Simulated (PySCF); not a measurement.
A run for PySCF: D3(BJ) and D4 dispersion corrections on H2 (SMILES [H][H]).

```python
from pyscf import gto
from pyscf.dispersion import dftd3, dftd4

mol = gto.M(
    atom='''
    H     0.00000000   -0.00000000    0.38043305
    H    -0.00000000    0.00000000   -0.38043305
    ''',
    basis='def2-svp',
    charge=0, spin=0, verbose=0, max_memory=1800)
d3, d4 = {}, {}
for xc in ['hf', 'pbe', 'blyp', 'revpbe', 'tpss', 'r2scan', 'b3lyp', 'pbe0', 'bhlyp', 'camb3lyp', 'b2plyp']:
    d3[xc] = float(dftd3.DFTD3Dispersion(mol, xc=xc, version='d3bj', atm=False).get_dispersion()['energy'])
    print(f'D3(BJ) {xc:10s} {d3[xc]:14.8f} Eh')
for xc in ['hf', 'pbe', 'blyp', 'revpbe', 'tpss', 'r2scan', 'b3lyp', 'pbe0', 'bhlyp', 'camb3lyp', 'b2plyp']:
    d4[xc] = float(dftd4.DFTD4Dispersion(mol, xc={'camb3lyp': 'cam-b3lyp'}.get(xc, xc), atm=True).get_dispersion()['energy'])
    print(f'D4     {xc:10s} {d4[xc]:14.8f} Eh')
```

Program output:

```
D3(BJ) hf            -0.00118730 Eh
D3(BJ) pbe           -0.00009280 Eh
D3(BJ) blyp          -0.00017923 Eh
D3(BJ) revpbe        -0.00028053 Eh
D3(BJ) tpss          -0.00010632 Eh
D3(BJ) r2scan        -0.00002179 Eh
D3(BJ) b3lyp         -0.00014246 Eh
D3(BJ) pbe0          -0.00006975 Eh
D3(BJ) bhlyp         -0.00009895 Eh
D3(BJ) camb3lyp      -0.00005141 Eh
D3(BJ) b2plyp        -0.00005648 Eh
D4     hf            -0.00039194 Eh
D4     pbe           -0.00007451 Eh
D4     blyp          -0.00018073 Eh
D4     revpbe        -0.00039653 Eh
D4     tpss          -0.00010149 Eh
D4     r2scan        -0.00001850 Eh
D4     b3lyp         -0.00011628 Eh
D4     pbe0          -0.00005928 Eh
D4     bhlyp         -0.00006434 Eh
D4     camb3lyp      -0.00005584 Eh
D4     b2plyp        -0.00005085 Eh
```

The run finished.

Cost: very roughly 0.04 core-seconds.
